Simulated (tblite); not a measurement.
Compound: C3H9BGeO2.
Atom-mapped SMILES: `[GeH3:1][O:2][B:3]1[CH2:4][CH2:5][O:6][CH2:7]1` (hydrogens: H8, H9, H10 on Ge1; H11, H12 on C4; H13, H14 on C5; H15, H16 on C7)

Computed with GFN2-xTB (tblite), gas phase: L-BFGS steps from a force-field or distance-geometry start until the largest atomic force falls under 0.01 eV/Å.

Geometry at step 8:
```
atom  x, y, z in Å
Ge1     2.8670    0.2740   -0.0263
O2      1.3030    0.5321   -0.7356
B3      0.1074    0.2174   -0.2377
C4     -0.7298   -1.1245   -0.4658
C5     -2.1447   -0.6253   -0.1254
O6     -2.0433    0.4189    0.8306
C7     -0.8462    1.1740    0.6238
H8      3.8228    0.7964   -1.0459
H9      2.7772    1.0580    1.2377
H10     2.8933   -1.2026    0.1756
H11    -0.4328   -1.9108    0.2331
H12    -0.6461   -1.5558   -1.4669
H13    -2.8053   -1.3736    0.3188
H14    -2.6004   -0.2505   -1.0537
H15    -1.0464    2.1302    0.1056
H16    -0.4832    1.4513    1.6207
```

Q: Give the atomic forces at this geometry.

A: 
| atom | Fx (eV/Å) | Fy (eV/Å) | Fz (eV/Å) |
| --- | --- | --- | --- |
| Ge1 | -0.235 | 0.093 | -0.187 |
| O2 | 0.046 | -0.099 | 0.165 |
| B3 | -0.162 | 0.088 | -0.077 |
| C4 | 0.024 | 0.075 | 0.052 |
| C5 | 0.051 | -0.034 | -0.085 |
| O6 | 0.006 | 0.053 | -0.182 |
| C7 | 0.048 | -0.053 | -0.051 |
| H8 | 0.004 | 0.012 | -0.017 |
| H9 | 0.254 | 0.026 | 0.192 |
| H10 | 0.252 | -0.149 | 0.108 |
| H11 | 0.055 | 0.090 | 0.041 |
| H12 | -0.187 | 0.115 | 0.124 |
| H13 | 0.066 | -0.027 | -0.052 |
| H14 | -0.135 | 0.092 | 0.042 |
| H15 | -0.193 | -0.206 | 0.001 |
| H16 | 0.105 | -0.078 | -0.075 |

The largest, 0.32 eV/Å, acts on H9 (Ge1, H10 within 3 % of it); the rms over all components is 0.117 eV/Å. The forces sum to zero within rounding, as they must for an isolated molecule in no field.

Q: Give the force on H9 in Eh/bohr and in nN.

A: 0.319 eV/Å ÷ 51.422 = 0.00621 Eh/bohr, and 0.319 eV/Å × 1.602 = 0.51 nN.

Q: How far is this geometry from the end of the optimisation?

A: 0.270 eV above it, and 0.516 Å rms away after alignment. The bonds farthest from their final lengths, with half the difference of the two atoms' forces along the bond (positive lengthens):

```csv
bond,now (Å),final (Å),force along bond (eV/Å)
Ge1–H9,1.490,1.502,+0.13
O2–B3,1.333,1.322,+0.03
Ge1–H10,1.491,1.496,+0.14
C4–H12,1.093,1.088,-0.05
Ge1–H8,1.492,1.498,0.00
C5–O6,1.419,1.416,0.00
```

The angle farthest from its final value is Ge1–O2–B3, 128.3° against 146.4°.

Of the 2 listed bonds off by 0.010 Å or more, this force points towards the final length in 1.

What follows is the cost of the whole relaxation. Hardware: Arm Neoverse N1, one thread (shared host). Cost: 1.2 s of wall time.
